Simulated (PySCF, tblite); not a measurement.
Compound: C7H9P.
Cartesian coordinates in Å at the GFN2-xTB level; atoms count from 1:
```xyz
17
C7H9P angstrom
C     -3.0438    0.8670   -0.1180
C     -2.0986    0.1517   -0.7187
C     -0.7954   -0.1701   -0.1727
C     -0.2893    0.3352    1.0902
C      0.9581   -0.0625    1.3862
P      1.5552   -1.2806    0.1963
C      2.8661   -0.3116   -0.6973
C      0.1085   -0.9535   -0.8176
H     -2.9201    1.2842    0.8665
H     -3.9900    1.0590   -0.5945
H     -2.2850   -0.2510   -1.7073
H     -0.8711    0.9997    1.7084
H      1.4948    0.1961    2.2839
H      2.4980    0.6786   -0.9553
H      3.1434   -0.8533   -1.5988
H      3.7367   -0.2298   -0.0506
H     -0.0748   -1.4470   -1.7580
```

Theory: B3LYP/def2-SVPD in PySCF (dipole) on a GFN2-xTB geometry, gas phase.

Masses are those of the commonest isotopes; rigid-rotor values at the optimised geometry. The values belong to one conformer with, in the numbering `[CH2:1]=[CH:2][c:3]1[cH:4][cH:5][p:6]([CH3:7])[cH:8]1`, C1–C2–C3–C4 -5°.

Task: What are A, B and C (cm⁻¹)?

Result: Ia = 112.59, Ib = 479.32, Ic = 534.06 u·Å²; 505379 MHz·u·Å²/I gives 4489, 1054 and 946.3 MHz, that is A = 0.14972, B = 0.03517, C = 0.03157 cm⁻¹.

Task: What kind of rotor is it?

Result: A near-prolate asymmetric top. Ray's parameter κ = (2B − A − C)/(A − C) = -0.939; −1 is the prolate and +1 the oblate limit.

Task: What does the inertial defect say?

Result: Not planar: Δ = Ic − Ia − Ib = -57.85 u·Å². For a rigid frame Δ = −2 Σ m c², so Σ m c² = 28.93 u·Å² lies off the ab plane: 6.09 from hydrogen and 22.83 from heavier atoms. The atom farthest from that plane is 1.88 Å away.

Task: Which lines would a microwave search look for?

Result: The dipole components are |μa| = 0.12 D, |μb| = 0.11 D, |μc| = 1.06 D. The squared components, which scale the intensities, stand as 0.01 : 0.01 : 1.00 (a : b : c). Some lines, for components of 0.1 D or more:

| type | branch | J(Ka,Kc) | MHz | lower level (cm⁻¹) |
| --- | --- | --- | --- | --- |
| a | Q | 2(1,1) ← 2(1,2) | 324 | 0.311 |
| a | Q | 4(1,3) ← 4(1,4) | 1080 | 0.765 |
| a | R | 1(0,1) ← 0(0,0) | 2001 | 0.000 |
| b | R | 3(0,3) ← 2(1,2) | 2663 | 0.311 |
| b | Q | 3(1,2) ← 3(0,3) | 3823 | 0.400 |
| b | Q | 4(1,3) ← 4(0,4) | 4059 | 0.666 |
| a | R | 4(2,2) ← 3(2,1) | 8026 | 0.866 |
| a | R | 4(1,3) ← 3(1,2) | 8214 | 0.528 |
| b | Q | 4(2,2) ← 4(1,3) | 9967 | 0.802 |
| b | Q | 3(2,1) ← 3(1,2) | 10154 | 0.528 |
| b | R | 4(1,4) ← 3(0,3) | 10957 | 0.400 |
| b | R | 2(2,0) ← 1(1,1) | 14522 | 0.181 |
| b | Q | 3(3,0) ← 3(2,1) | 17430 | 0.866 |
| b | Q | 4(4,0) ← 4(3,1) | 24413 | 1.715 |
| c | R | 4(4,0) ← 3(3,0) | 32420 | 1.448 |
| c | R | 4(4,1) ← 3(3,1) | 32420 | 1.448 |

Task: Estimate the classical rotational partition function at 10 K, 50 K and 500 K.

Result: Point group C1, symmetry number σ = 1; q = (√π/σ)·√((kT/h)³/(ABC)), k/h = 20836.6 MHz/K: 2520 at 10 K, 28200 at 50 K, 891000 at 500 K.

Its GFN2-xTB frequencies are all real (lowest 55 cm⁻¹). Constants of a rigid frame at the computed geometry: no zero-point averaging, no centrifugal distortion. A rigid rotor knows nothing of internal rotation, which can split or shift real lines.
